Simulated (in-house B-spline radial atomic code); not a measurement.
Values are calculated unless marked as measured or tabulated.
## N in an electron gas of r_s = 1.5: phase shifts, screening and friction

A nucleus sits in a uniform electron gas with a rigid positive background. The Kohn-Sham equations are solved self-consistently in the spin-unpolarised LDA (PW92), non-relativistic, on B-splines with outgoing waves at the boundary and partial waves to l = 8. The model has no lattice, no bands and no magnetic solution. Atomic units; δ_l are the phase shifts at the Fermi level, counted so that each bound state adds π, and good to about 0.0005.

The density parameter is r_s = 1.5 bohr.

```
l  δ_l (rad)
0     4.1629
1     1.7990
2     0.1890
3     0.0471
4     0.0123
5     0.0035
6     0.0011
7     0.0005
8     0.0003
```

Bound levels below the band bottom (hartree): s -13.01, s -0.1393.

(1) Check the Friedel sum rule, and say where the screening charge sits.

(2) Find the transport cross section and the electronic stopping of a 5 keV N ion (mass 14.01 u).

Results:

(1) k_F = (9π/4)^(1/3)/r_s = 1.27944. The rule is Z = (2/π) Σ (2l + 1) δ_l. The terms are s 2.650, p 3.436, d 0.602, f 0.210 and 0.112 beyond, in all 7.010 against Z = 7. Bound states hold 4 s, 0 p, 0 d electrons, so the scattering states carry 3.01 in all; where a term is smaller than its bound count, the bound level has drawn weight out of the band.

(2) σ_tr = (4π/k_F²) Σ (l + 1) sin²(δ_l − δ_(l+1)). The terms for l = 0 to 3 are 0.4923, 1.9969, 0.0600, 0.0048, all together 2.5545, so σ_tr = 7.677 × 2.5545 = 19.610 bohr². With n = 3/(4π r_s³) = 0.07074, the friction coefficient is Q = n k_F σ_tr = 1.7747. For v well below v_F = 1.279, dE/dx = Q v; with 24801 eV per u at v = 1, v = √(5000/(24801 × 14.01)) = 0.1200, so dE/dx = 0.21289 hartree/bohr = 109 eV/nm. The largest term couples the p and d waves.
